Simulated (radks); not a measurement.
The numbers below are computed, except where a source is named.
Initial-state core-level shifts of the calcium ion Ca+ when its valence configuration changes from [Ar] 4s1. Level of theory: scalar-relativistic Kohn-Sham, BLYP, spin-polarised, spherical densities, finite nucleus; open shells are filled with parallel spins first; Fermi nuclear charge, rms radius 3.4776 fm (a radial shooting solver on a logarithmic mesh with Libxc functionals). Shifts are changes of the shell-averaged eigenvalues in eV (positive: less bound); the change of the density at the nucleus, which sets a Mossbauer isomer shift, is in e/bohr^3, on a base of 6195.

| valence | 1s | 2p | 3s | 3p | density at nucleus |
|---|---|---|---|---|---|
| 4p1 | -1.253 | -1.255 | -1.225 | -1.203 | -3.0301 |
| 3d1 | +3.635 | +4.254 | +3.847 | +3.641 | -3.7426 |
| 3d0.5 4p0.5 | +1.410 | +1.761 | +1.505 | +1.399 | -3.4594 |
| 4s0.5 4p0.5 | -0.631 | -0.632 | -0.618 | -0.607 | -1.5069 |
| 3d0.5 4s0.5 | +2.023 | +2.365 | +2.108 | +1.993 | -2.0281 |
